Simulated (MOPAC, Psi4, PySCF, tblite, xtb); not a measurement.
Dimer N2 ··· HF (SMILES N#N and F) at R = 3.16 Å between the centres of mass, closest contact 2.13 Å (a higher rigid-body minimum at GFN2-xTB). Geometry in Å and degrees:

```
N
N 1 1.0909
H 1 2.1284 2 127.09
F 3 0.9245 1 143.06 2 -18.19
```

GFN2-xTB (tblite); SAPT0/jun-cc-pVDZ, frozen core (Psi4); BLYP/def2-TZVP, counterpoise-corrected (Psi4); BLYP-D3(BJ)/def2-TZVP, counterpoise-corrected (Psi4); PBE/def2-TZVP, counterpoise-corrected (Psi4); PBE-D3(BJ)/def2-TZVP, counterpoise-corrected (Psi4); wB97X-D/def2-TZVP, counterpoise-corrected (Psi4); HF/aug-cc-pVTZ, counterpoise-corrected (Psi4); MP2/aug-cc-pVTZ = DF-MP2/aug-cc-pVTZ, frozen core, counterpoise-corrected (Psi4 1.11); SCS-MP2/aug-cc-pVTZ = DF-SCS-MP2/aug-cc-pVTZ, frozen core, counterpoise-corrected in Psi4; MP2/aug-cc-pVDZ = DF-MP2/aug-cc-pVDZ, frozen core, counterpoise-corrected in Psi4; CCSD/aug-cc-pVDZ = DF-CCSD/aug-cc-pVDZ, frozen core, counterpoise-corrected (Psi4); CCSD(T)/aug-cc-pVDZ = DF-CCSD(T)/aug-cc-pVDZ, frozen core, counterpoise-corrected run with Psi4; PM3, restricted, heats of formation (MOPAC); PM6, restricted, heats of formation (MOPAC); GFN1-xTB (xtb); RKS-B3LYP/6-31G* = restricted B3LYP/6-31G*, spherical d, no counterpoise correction (PySCF); RMP2/6-31G* = restricted MP2 (frozen core)/6-31G*, spherical d, no counterpoise correction (PySCF); RHF/LANL2DZ = restricted Hartree-Fock/LANL2DZ, no counterpoise correction in PySCF; RHF/STO-3G = restricted Hartree-Fock/STO-3G, no counterpoise correction run with PySCF.

Q: What interaction energy does each level give?

A: 
| method | E_int / kJ/mol |
|---|---|
| GFN1-xTB | -9.99 |
| RKS-B3LYP/6-31G* | -8.36 |
| RMP2/6-31G* | -7.37 |
| GFN2-xTB | -6.56 |
| RHF/LANL2DZ | -6.15 |
| PBE-D3(BJ)/def2-TZVP | -5.48 |
| BLYP-D3(BJ)/def2-TZVP | -4.20 |
| PBE/def2-TZVP | -3.88 |
| MP2/aug-cc-pVTZ | -3.37 |
| MP2/aug-cc-pVDZ | -2.29 |
| SCS-MP2/aug-cc-pVTZ | -2.06 |
| wB97X-D/def2-TZVP | -1.83 |
| CCSD(T)/aug-cc-pVDZ | -1.83 |
| SAPT0/jun-cc-pVDZ | -1.22 |
| CCSD/aug-cc-pVDZ | -1.07 |
| BLYP/def2-TZVP | -1.07 |
| RHF/STO-3G | 0.95 |
| HF/aug-cc-pVTZ | 2.66 |
| PM6 | 3.47 |
| PM3 | 7.12 |
